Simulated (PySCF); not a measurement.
Sn(H)(OH), SMILES [OH][SnH] (H2OSn) (B3LYP/def2-SVP optimised geometry):

```
4

Sn    -0.829    -1.233     0.000
H      0.987    -1.233     0.000
O     -0.987     0.775     0.000
H     -0.134     1.233     0.002
```

Method: B3LYP/def2-TZVP, def2 effective core potentials past Kr (PySCF).

Task: What are the frontier orbital energies and the dipole moment?

Result: HOMO-2 -8.46 eV, HOMO-1 -8.43 eV, HOMO -6.76 eV, LUMO -2.76 eV, LUMO+1 -0.74 eV; dipole moment 1.39 D.

On the same geometry PBE/def2-TZVP, def2 effective core potentials past Kr in PySCF 2.14.0 gives HOMO-2 -7.24 eV, HOMO-1 -7.23 eV, HOMO -5.86 eV, LUMO -3.21 eV, LUMO+1 -1.21 eV; dipole moment 1.17 D.
